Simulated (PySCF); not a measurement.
ClH4NO2Si.

```xyz
9

N      1.7910    -0.3024    -0.1578
Si     0.1232    -0.0224    -0.3382
O     -0.2384     1.3801    -1.1297
O     -0.6250    -1.2054    -1.2022
Cl    -0.6169     0.0646     1.5935
H      2.1325    -0.7294     0.6945
H      2.3552    -0.5537    -0.9617
H      0.1214     2.1860    -0.7476
H     -1.4774    -0.9682    -1.5809
```
Charge 0, spin multiplicity 1.

Geometry optimised at PBE0-D3(BJ)/def2-SVP. Other conformers were not sampled.

Method: PBE/pcSseg-1 in PySCF. Non-relativistic, no solvent.

Q: Give the absolute GIAO shielding of each atom: isotropic value and principal components (ppm). (The exact figures need the calculation; the answer reports its results.)

A: 
| atom | σ(iso) | σ11 | σ22 | σ33 | span |
|---|---|---|---|---|---|
| N1 | 229.4 | 193.2 | 222.9 | 272.1 | 78.9 |
| Si2 | 372.0 | 343.2 | 383.2 | 389.7 | 46.5 |
| O3 | 251.3 | 228.3 | 237.7 | 287.8 | 59.6 |
| O4 | 260.1 | 229.5 | 253.5 | 297.3 | 67.9 |
| Cl5 | 875.2 | 775.8 | 797.5 | 1052.3 | 276.5 |
| H6 | 30.3 | 23.1 | 27.8 | 39.9 | 16.8 |
| H7 | 30.5 | 23.6 | 25.7 | 42.3 | 18.7 |
| H8 | 29.5 | 22.3 | 24.6 | 41.5 | 19.3 |
| H9 | 29.1 | 21.5 | 24.2 | 41.6 | 20.1 |
